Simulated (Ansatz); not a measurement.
## Interaction energy ladder

The pair of HBr (SMILES Br, atoms 1–2) and CH$_{4}$ (SMILES C, atoms 3–7), both closed shells, in one local arrangement (a lower one may exist), relaxed at PBE0-D4/def2-TZVP:

Br1  (-0.146, -0.350, -3.041)
H2  (-0.081, -0.182, -1.630)
C3  (0.045, 0.106, 0.929)
H4  (-0.157, -0.941, 0.698)
H5  (-0.758, 0.734, 0.543)
H6  (0.997, 0.407, 0.491)
H7  (0.099, 0.225, 2.011)
(Å)

Program: Ansatz 0.2.0. Basis: def2-TZVPPD, with def2-QZVPPD for the basis limit. Cores are frozen in the correlated methods. Filled d shells of the heavier atoms are correlated. The def2 sets are not built for correlating such inner shells, so the correlated values are less sure here. B3LYP uses VWN-RPA correlation. Extrapolation: Hartree–Fock as exp(−7.88 √X), correlation as X^−2.97. Interaction energies count from these two fragments, frozen as in the pair, with the counterpoise correction; negative means bound.

Question: What is the interaction energy by CCSD(T) at an estimated basis limit (MP2 extrapolated from triple and quadruple zeta, plus CCSD(T) − MP2 in triple zeta)? (Judge from chemistry; the value comes from the calculation.)

Answer: By the calculation: -4.6 kJ/mol. Hartree–Fock alone gives 2.0 kJ/mol at the basis limit, so without correlation the pair would not bind at this distance. It counts from the two fragments frozen as in the pair.

The same quantity by other methods in triple zeta, and each one's difference from that estimate:
```tsv
method	E_int (kJ/mol)	difference
PBE-D4	-5.3	-0.7
revPBE-D4	-3.5	1.2
BLYP-D4	-3.2	1.5
r2SCAN-D4	-4.6	0.1
B97M-V	-4.3	0.3
PBE0-D4	-4.8	-0.1
B3LYP-D4	-3.7	0.9
HSE06-D4	-4.8	-0.2
wB97X-V	-4.1	0.6
wB97M-V	-4.0	0.7
B2PLYP	-1.8	2.8
HF	2.0	6.7
MP2	-4.3	0.3
CCSD	-2.8	1.8
CCSD(T)	-3.7	1.0
```
Differences are method less estimate.

Basis-set superposition shift (counterpoise-corrected less uncorrected): CCSD(T) 2.4; MP2 2.4; HF 0.4; PBE0-D4 0.4; wB97M-V 0.4 kJ/mol.

No T1 diagnostic of these runs exceeds 0.008.

For scale, one of the runs: CCSD(T)/def2-TZVPPD, 179 basis functions (an equivalent command: `ansatz run in.yaml --threads 2`). Time: 52 s of wall clock on 2 CPU threads; the host was shared. Peak host memory: 1.7 GiB.
